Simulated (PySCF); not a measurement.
## Interval between two levels of Lu²⁺ by level of theory

Lu²⁺ [Xe] 4f14 6s1 [2S1/2, M_J = 1/2] → Lu²⁺ [Xe] 4f14 6p1 [2P3/2, M_J = 3/2], as a difference of total energies. All numbers are calculated (PySCF 2.14, the two-component X2C-1e Hamiltonian, in x2c-TZVPall-2c (11s11p10d2f1g, 117 functions)). Correlated levels: [Ar] 3d10 frozen; the 18 highest virtual spinors dropped. "Screened" scales the spin-orbit matrix elements by Boettger's factors to mimic the two-electron term; Breit and QED terms are absent.

```tsv
method	interval between two levels (cm⁻¹)
GHF (screened spin-orbit)	41655
GMP2 (screened spin-orbit)	45225
```
